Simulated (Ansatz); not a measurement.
IO (`[O]I`) radical, 2 atoms. Charge 0, multiplicity 2. Correlated methods include outer-core shells of I, which these sets cover unevenly. I takes the def2 core potential. Hardware: A = 2 threads of an AMD EPYC 7R13 on a shared host; B = 2 threads of an AMD EPYC 7R13 on a shared host and a share of an NVIDIA H100 80 GB. Correlated methods freeze the cores. Open-shell runs search over several starts.

Question: Give the basis size and wall time and peak host memory of each of these runs in Ansatz. UHF-CCSD(T)/def2-TZVPP energy [A]; UKS PBE0-D4/def2-TZVP frequencies [A]; UHF-CCSD(T)/def2-SVP energy [A]; UKS r2SCAN-D4/def2-TZVPP energy and forces [A]; UKS LC-ωPBE/def2-TZVPP energy [A]; UKS PBE0-D4/def2-SVP energy [A]; direct RPA on PBE orbitals/def2-TZVPP energy [A]; UKS SPW92 (LDA)/def2-TZVPP energy [A]; UKS r2SCAN0-D4/def2-TZVPP energy [A]; UKS ωB97M-V/def2-SVP energy [A]; UKS PBE0-D4/def2-TZVP relaxation (4 steps) [A]; UHF-CCSD(T)/def2-QZVPP energy [B]. (An estimate is asked.)

Answer: Computed: Other jobs shared the machine, so times are rough.

```json
{"level": "UKS PBE0-D4/def2-SVP", "job": "energy [A]", "functions": "40", "wall time": "0.96 s", "peak host memory (GiB)": "0.13"}
{"level": "UKS SPW92 (LDA)/def2-TZVPP", "job": "energy [A]", "functions": "81", "wall time": "1.4 s", "peak host memory (GiB)": "0.14"}
{"level": "UKS LC-ωPBE/def2-TZVPP", "job": "energy [A]", "functions": "81", "wall time": "1.6 s", "peak host memory (GiB)": "0.16"}
{"level": "direct RPA on PBE orbitals/def2-TZVPP", "job": "energy [A]", "functions": "81", "wall time": "2 s", "peak host memory (GiB)": "0.18"}
{"level": "UKS r2SCAN0-D4/def2-TZVPP", "job": "energy [A]", "functions": "81", "wall time": "2.1 s", "peak host memory (GiB)": "0.2"}
{"level": "UHF-CCSD(T)/def2-SVP", "job": "energy [A]", "functions": "40", "wall time": "2.8 s", "peak host memory (GiB)": "0.15"}
{"level": "UKS r2SCAN-D4/def2-TZVPP", "job": "energy and forces [A]", "functions": "81", "wall time": "2.8 s", "peak host memory (GiB)": "0.18"}
{"level": "UKS ωB97M-V/def2-SVP", "job": "energy [A]", "functions": "40", "wall time": "2.9 s", "peak host memory (GiB)": "0.21"}
{"level": "UKS PBE0-D4/def2-TZVP", "job": "relaxation (4 steps) [A]", "functions": "81", "wall time": "7 s", "peak host memory (GiB)": "0.18"}
{"level": "UHF-CCSD(T)/def2-TZVPP", "job": "energy [A]", "functions": "81", "wall time": "9.5 s", "peak host memory (GiB)": "0.43"}
{"level": "UKS PBE0-D4/def2-TZVP", "job": "frequencies [A]", "functions": "81", "wall time": "14 s", "peak host memory (GiB)": "0.18"}
{"level": "UHF-CCSD(T)/def2-QZVPP", "job": "energy [B]", "functions": "139", "wall time": "44 s", "peak host memory (GiB)": "0.8"}
```

LC-ωPBE has ω = 0.4 bohr⁻¹.
